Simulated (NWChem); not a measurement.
## Basis-set convergence for H2BF

```xyz
4

B      0.0000     0.0000    -0.6715
H      1.0683     0.0000    -1.2339
H     -1.0683     0.0000    -1.2339
F      0.0000     0.0000     0.6472
```
Charge 0, spin multiplicity 1.

Everything below was run with NWChem. Structure: optimised with B3LYP/def2-SVP, a minimum by its harmonic frequencies.

Quantity: vertical ionisation energy at the level ΔHF (Δ: difference of total energies, the cation a doublet at the parent's geometry with its hole in an orbital of symmetry b1 (C2v labels); it is the state that the SCF runs reached, from PBE0 orbitals for Hartree-Fock references, and need not be the lowest).

The Pople sets run with spherical d functions. The structure started from a generated list of species. No SCF solution was tested for a lower state. Open-shell Hartree-Fock references start from PBE0 orbitals.

| basis | functions | vertical ionisation energy (eV) |
|---|---|---|
| STO-3G | 12 | 9.89 |
| pcseg-1 | 38 | 12.34 |
| 6-31+G* | 40 | 12.36 |
| def2-SVPD | 59 | 12.36 |
| def2-TZVP | 74 | 12.28 |
| pcseg-2 | 88 | 12.29 |
| cc-pVTZ | 88 | 12.27 |
| def2-TZVPP | 90 | 12.27 |
| def2-TZVPD | 95 | 12.28 |
| cc-pVQZ | 170 | 12.27 |

Smallest basis within 0.1 eV of cc-pVQZ, the largest set run: pcseg-1, with 38 functions against 170 (also within reach: 6-31+G*, def2-SVPD, def2-TZVP, pcseg-2, cc-pVTZ, def2-TZVPP, def2-TZVPD). cc-pVQZ isn't the basis-set limit itself, and a small set can land close by cancellation.
